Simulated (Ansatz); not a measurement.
**Relative stability**

Two relaxed structures of LiAlBH3O, closed shell (PBE0-D4/def2-TZVP; forces vanish, vibrations not checked).

A:

| atom | x (Å) | y (Å) | z (Å) |
| --- | --- | --- | --- |
| Li1 | -3.2379 | -0.8379 | 1.2620 |
| Al2 | -1.2671 | 0.4942 | 0.0973 |
| B3 | 0.8149 | -0.0320 | 0.0498 |
| O4 | 1.3302 | -0.8689 | -0.8990 |
| H5 | -1.5068 | 1.9250 | -0.6264 |
| H6 | 1.5964 | 0.3555 | 0.9021 |
| H7 | 2.2703 | -1.0358 | -0.7858 |

B:

Li1  (0.790, -1.504, 0.499)
Al2  (-0.412, 0.677, -0.326)
B3  (-0.427, 0.029, 1.642)
O4  (0.993, -0.308, -0.886)
H5  (-1.356, 0.978, -1.587)
H6  (-0.645, 0.521, 2.710)
H7  (1.295, -0.275, -1.793)
(Å)

Ansatz 0.2.0; basis: def2-TZVPP; cores frozen in the correlated methods. The outer core shell of Li, Na, Mg and K is correlated. B3LYP uses VWN-RPA correlation.

Problem. Which structure is lower at CCSD(T), and by how much? (To be estimated.)

Solution. Computed: A, by 0.049 eV (electronic energy, against the other). By their contacts, A is LiAlBH₃O ([Li][AlH][BH][OH]) and B is LiAlBH₃O ([BH]1[Li]2[OH][AlH]12).

All methods give the same order:

```csv
method,E(B) − E(A) (eV)
PBE-D4,0.174
r2SCAN-D4,0.046
PBE0-D4,0.179
B3LYP-D4,0.059
wB97M-V,0.039
HF,0.238
MP2,0.027
CCSD,0.069
CCSD(T),0.049
```

The T1 diagnostic stays at or below 0.016. The restricted Hartree–Fock reference is unstable towards an unrestricted one at one or more of these structures.

Labels in which every atom is bracketed show which atoms are joined, not bond orders.

For scale, one of the runs: CCSD(T)/def2-TZVPP, 165 basis functions, launched by `ansatz run in.yaml --threads 2 --pin off --events-out ev --progress --plain --max-ram 4352MiB`. Time: 21 s of wall clock on 2 CPU threads of an Arm Neoverse V2; the host was shared. Peak host memory: 1.3 GiB.
